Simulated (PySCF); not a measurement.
C7H15OPSi.
Structure used (PBE0-D3(BJ)/def2-SVP), in Å, numbered top down from 1:
```xyz
25
C7H15OPSi angstrom
C      3.1692   -0.9134    0.6623
C      2.3237   -0.6036   -0.5465
O      2.2846   -1.3284   -1.5124
C      1.4947    0.6584   -0.4805
P      0.0149    0.4284    0.6453
C     -0.9688    1.9184    0.1514
Si    -0.2861    3.5661    0.7651
C     -0.8500   -0.8735   -0.2969
C     -1.9748   -1.6203    0.3713
C     -0.6704   -2.3053    0.1317
H      3.9800   -0.1719    0.7478
H      3.6021   -1.9166    0.5675
H      2.5681   -0.8375    1.5826
H      1.1634    0.9117   -1.4995
H      2.0894    1.4901   -0.0689
H     -1.1099    1.9569   -0.9432
H     -1.9685    1.7911    0.6023
H     -0.0851    3.5242    2.2452
H      1.0268    3.8743    0.1188
H     -1.2407    4.6674    0.4329
H     -0.9431   -0.7005   -1.3763
H     -2.8334   -1.8948   -0.2469
H     -2.2303   -1.3493    1.4003
H     -0.0312   -2.5029    0.9975
H     -0.6006   -3.0570   -0.6581
```

Definitions: NICS(0) = −σiso at the ring centroid; NICS(1) = −σiso and NICS(1)zz = −σzz at ±1 Å along the ring normal z. Level: GIAO PBE0/pcSseg-1 (PySCF, non-relativistic, gas phase) on the PBE0-D3(BJ)/def2-SVP geometry, one conformer.

Ring bond lengths (Å), with Mayer bond orders in brackets: C8–C9 1.506 (0.94), C9–C10 1.493 (0.99), C10–C8 1.505 (0.94).

Task: Give the NICS values of each ring in ppm.

Result: 
| ring | type | NICS(0) | NICS(1), two faces | NICS(1)zz, two faces | rms pucker (Å) | centre to ring atoms, mean (Å) |
| --- | --- | --- | --- | --- | --- | --- |
| C8–C9–C10 | 3-membered carbocycle; formal bonds all single | -43.8 | -8.6 / -9.0 | -23.7 / -21.8 | 0.00 | 0.87 |

Task: What can be read from them?

Result: 
- C8–C9–C10: mean NICS(1)zz -22.8 ppm, shielded. C8, C9, C10 have four or more neighbours, and the NICS criterion for π rings isn't applied. NICS(0) lies 35 ppm below the mean NICS(1).

Task: At the second NICS(1) probe listed for ring C8–C9–C10, 1 Å off the ring, what do the in-plane components average?

Result: The isotropic value is a third of the trace: (3 × -9.0 − (-21.8))/2 = -2.6 ppm.

Task: What are the shieldings of the ring atoms and their hydrogens in the same run (means over atoms taken as equivalent)?

Result: 
```tsv
atoms	environment	σ isotropic (ppm)	principal values of the symmetric part, first atom (ppm)
C8	sp3 carbon bound to phosphorus	169.8	138.4, 152.7, 218.4
C9 (×2)	three-membered-ring carbon	178.8	150.4, 177.5, 214.0
H21	methine hydrogen	30.88	24.7, 28.6, 39.3
H22 (×2)	methylene hydrogen	30.57	24.7, 25.9, 41.2
H23 (×2)	methylene hydrogen	31.07	25.1, 28.6, 39.4
```

Task: How do the values depend on the level or the medium?

Result: 
| level | NICS(0), C8–C9–C10 | mean NICS(1)zz, C8–C9–C10 |
| --- | --- | --- |
| PBE0/pcSseg-1, gas | -43.8 | -22.8 |
| wB97X-D/pcSseg-1, gas | -43.8 | -22.8 |
| PBE0/pcSseg-1, IEF-PCM benzene | -44.0 | -22.8 |
| PBE0/pcSseg-1, IEF-PCM methanol | -44.1 | -22.9 |

The geometry is the same throughout; the continuum's cavity takes Bondi-type radii × 1.2.
